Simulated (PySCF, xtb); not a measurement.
C5H10O, SMILES C=CCCCO. Other conformers were not sampled.

Harmonic wavenumbers (cm⁻¹) from GFN2-xTB run with xtb 6.7.1 at its own minimum, in rising order: 33, 61, 150, 239, 281, 342, 419, 468, 649, 803, 877, 895, 939, 972, 1020, 1026, 1073, 1101, 1140, 1165, 1221, 1229, 1273, 1285, 1328, 1343, 1373, 1418, 1463, 1472, 1493, 1720, 2857, 2897, 2976, 2983, 2988, 2995, 3059, 3097, 3121, 3573.

Problem. What does PBE-D3(BJ)/def2-SVP (PySCF) give at its own minimum? (The exact figures need the calculation; the answer reports its results.)

Solution. 47, 86, 183, 242, 278, 356, 407, 501, 660, 740, 835, 894, 907, 930, 997, 1010, 1050, 1076, 1114, 1163, 1201, 1231, 1253, 1266, 1300, 1325, 1375, 1393, 1402, 1411, 1456, 1674, 2889, 2920, 2972, 2976, 3024, 3034, 3060, 3072, 3161, 3727. Paired by order, the mean absolute difference is 27 cm⁻¹ and the zero-point energies are 86.9 and 86.6 kcal/mol.
